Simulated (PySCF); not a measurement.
**Electron correlation in Te²⁺ (tellurium, charge +2)**

[Kr] 4d10 5s1 5p3, high-spin 5S determinant (an excited configuration). Computed with PySCF 2.14 in x2c-TZVPPall (8s6p4d2f, 60 functions), with scalar relativity by spin-free X2C-1e. Frozen: [Ar] 3d10; 22 electrons correlated.

```csv
level,correlation energy (mhartree)
CCSD,-416.30
(T),-4.61
CCSD(T),-420.91
```

Diagnostics: T1 = 0.0040, D1 = 0.0086, largest double amplitude 0.036.

Cost of the coupled-cluster step: of the order of 12 core-seconds, for 22 correlated electrons.

This basis was not built for core-valence correlation, so the inner-shell part is incomplete.
